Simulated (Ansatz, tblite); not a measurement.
Forces on the cluster Mg₉Se₉ at its PBE-D4/def2-SVP geometry. Total charge 0; singlet.

The xTB rows come from tblite. Single mean-field runs in def2-SVP are fitted with def2-universal-jkfit. Another isomer (singlet) lies 2.00 eV lower at PBE0-D4/def2-TZVP; other spin states weren't run for this one.

GFN1-xTB (tblite), largest force 0.62 eV/Å:

```xyz
18
positions Å, forces eV/Å
Mg   -0.331    3.215   -0.119   -0.025   -0.193   -0.043
Mg    2.316    1.326    0.291    0.142    0.111    0.241
Mg   -0.977    0.614   -1.986   -0.121   -0.072   -0.103
Mg    0.998   -1.390   -0.154    0.432   -0.255   -0.077
Mg    1.338    2.686   -2.455   -0.109   -0.078    0.016
Mg   -0.832   -2.858    2.127    0.177    0.276    0.232
Mg    0.843   -0.787    3.086   -0.279   -0.304    0.159
Mg   -2.273   -2.968   -0.749    0.015    0.136    0.037
Mg   -2.871   -0.398    0.543    0.030   -0.111    0.027
Se   -3.044   -0.844   -1.976    0.385    0.034    0.315
Se    2.167    3.791   -0.299   -0.180   -0.530   -0.028
Se    1.609    0.122   -2.228   -0.391    0.371    0.224
Se   -0.625    0.846    0.984   -0.019    0.080   -0.435
Se   -3.360   -2.632    1.603    0.261    0.128   -0.262
Se   -1.179    3.137   -2.518    0.391   -0.218    0.287
Se    3.286   -0.938    1.196   -0.437    0.364    0.009
Se    2.868    0.810    2.878   -0.074   -0.194   -0.589
Se    0.067   -3.732   -0.222   -0.196    0.454   -0.011
```

PBE-D4/def2-SVP (Ansatz), largest force 0.02 eV/Å:

```
Mg -0.002 -0.001 0.000
Mg 0.005 -0.004 0.002
Mg -0.001 0.009 -0.002
Mg 0.005 -0.002 0.014
Mg -0.008 0.008 -0.004
Mg -0.003 0.002 -0.014
Mg 0.003 0.012 -0.004
Mg 0.000 0.002 0.003
Mg 0.004 0.000 0.002
Se 0.001 -0.002 0.001
Se -0.004 0.000 -0.002
Se 0.002 0.000 -0.006
Se -0.004 -0.010 0.005
Se -0.003 0.000 0.004
Se 0.003 0.000 -0.005
Se -0.006 0.002 0.017
Se 0.006 -0.012 -0.008
Se 0.002 -0.001 -0.003
```
